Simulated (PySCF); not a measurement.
## Arsenic: a sound run and one with changed settings

Sound run: As⁺ [Ar] 3d10 4s2 4p2, As²⁺ [Ar] 3d10 4s2 4p1. Computed with PySCF 2.14 in x2c-TZVPall (6s5p4d1f, 48 functions), with the spin-free X2C one-electron Hamiltonian (Gaussian nucleus). In the sound run the correlated levels freeze [Ar] 3d10. The sound run starts from symmetry-adapted Hartree-Fock orbitals and uses a fine grid where one is needed.

Changed run: no relativity, point nucleus. This setting is unsound on purpose.

| species | method | sound run (hartree) | changed run (hartree) | converged |
| --- | --- | --- | --- | --- |
| As⁺ | UHF | -2258.66337 | -2222.35943 | yes |
| As⁺ | PBE0 | -2260.06583 | -2223.78182 | yes |
| As⁺ | PBE | -2260.02687 | -2223.75016 | yes |
| As⁺ | MP2 | -2258.71611 | -2222.41306 | yes |
| As⁺ | CCSD(T) | -2258.73266 | -2222.43051 | yes |
| As²⁺ | UHF | -2258.00411 | -2221.69896 | yes |
| As²⁺ | PBE0 | -2259.38478 | -2223.09927 | yes |
| As²⁺ | PBE | -2259.34749 | -2223.06928 | yes |
| As²⁺ | MP2 | -2258.04312 | -2221.73886 | yes |
| As²⁺ | CCSD(T) | -2258.05752 | -2221.75423 | yes |

Ionisation energy of As⁺:

```
 method  sound run (eV)  changed run (eV)
    UHF          17.939            17.972
   PBE0          18.532            18.573
    PBE          18.487            18.528
    MP2          18.313            18.346
SCS-MP2          18.240            18.273
   CCSD          18.348            18.377
CCSD(T)          18.372            18.402
```

Most of the change in total energy is the relativistic energy itself. On top of that the contraction fixes the core shape for the Hamiltonian it was made with, so the changed run is not a good calculation with the other Hamiltonian either.

For comparison, NIST gives 18.589 eV between the lowest levels.
